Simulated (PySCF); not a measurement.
A PySCF script (with the pyscf-properties extension) for the NMR shieldings of `C=C1[SiH2]/C(=C\C#C)[C@H](Cl)C1`, C₈H₉ClSi, on a GFN2-xTB geometry:

```python
import basis_set_exchange as bse
import numpy as np
from pyscf import gto, dft
from pyscf.prop import nmr

atoms = """
C     4.065843   -0.624808   -0.185735
C     2.951187   -0.976019    0.094508
C     1.660237   -1.419555    0.430712
C     0.559714   -0.706540    0.175694
Si    0.411520    0.995161   -0.628894
C    -1.407909    1.096862   -0.124955
C    -2.327986    1.948585   -0.547504
C    -1.707977   -0.021820    0.840011
C    -0.806755   -1.204399    0.510627
Cl   -1.447109   -2.011218   -0.979982
H     5.035620   -0.312114   -0.434755
H     1.611033   -2.390804    0.914919
H     1.257247    1.981184    0.048123
H     0.624536    0.987338   -2.074590
H    -2.085851    2.743106   -1.232968
H    -3.358118    1.894925   -0.226081
H    -1.465041    0.311498    1.854868
H    -2.760872   -0.307468    0.820443
H    -0.819123   -1.974663    1.285498
"""
names = dict.fromkeys(["C", "Si", "Cl", "H"], "pcSseg-1")
basis = {el: gto.basis.parse(bse.get_basis(n, elements=[el], fmt="nwchem")) for el, n in names.items()}
mol = gto.M(atom=atoms, basis=basis, charge=0, verbose=0)
mf = dft.RKS(mol, xc="PBE0")
mf.grids.level = 2
mf.grids.alignment = dft.numint.BLKSIZE   # the property module wants whole blocks of grid points
mf.conv_tol = 1e-9
mf.kernel()

calc = nmr.RKS(mf)   # GIAO
C = mf.mo_coeff
Co = C[:, mf.mo_occ > 0]
resp = mf.gen_response(singlet=True, hermi=2)
def vind(x):   # induced exchange potential for any number of trial vectors
    d = np.einsum("pi,xij,qj->xpq", C, 2 * x.reshape(-1, C.shape[1], Co.shape[1]), Co, optimize=True)
    return np.einsum("xpq,pi,qj->xij", resp(d - d.transpose(0, 2, 1)), C, Co, optimize=True).ravel()
mo1, _ = nmr.rhf.solve_mo1(calc, with_cphf=vind)
sigma = calc.kernel(mo1)
for i, s in enumerate(sigma):   # ppm
    print("%2d %-2s %9.2f" % (i, mol.atom_pure_symbol(i), np.trace(s) / 3))
```

Q: Give the expected output.

A: 
```
 0 C      92.19
 1 C      98.93
 2 C      57.41
 3 C      19.74
 4 Si    407.33
 5 C      34.55
 6 C      49.07
 7 C     133.90
 8 C     114.76
 9 Cl    694.83
10 H      28.62
11 H      25.10
12 H      26.91
13 H      26.85
14 H      25.63
15 H      25.26
16 H      28.76
17 H      28.94
18 H      26.89
```

These numbers come from an equivalent density-fitted implementation of the same equations, which agrees with the script to about 0.01 ppm for H and up to a few tenths of a ppm for heavy atoms, so last digits may differ.

Q: Turn these shieldings into chemical shifts. δ = σ(ref) − σ, references computed at the same level: ¹³C (σ = 186.93 ppm), ²⁹Si (σ = 349.16 ppm), ¹H (σ = 31.72 ppm) vs TMS; ³⁵Cl (σ = 949.78 ppm) vs HCl.

A: Averaging equivalent atoms: C 3: 167.2; C 5: 152.4; C 6: 137.9; C 2: 129.5; C 0: 94.7; C 1: 88.0; C 8: 72.2; C 7: 53.0; Si 4: -58.2; Cl 9: 255; H 11: 6.62; H 15: 6.46; H 14: 6.08; H 13: 4.87; H 18: 4.82; H 12: 4.80; H 10: 3.09; H 16: 2.96; H 17: 2.78 ppm. 

Size and cost of the density-fitted run: 229 basis functions, 86 s wall time on 1 thread of an Arm Neoverse N1, shared host; peak memory 1.1 GiB.
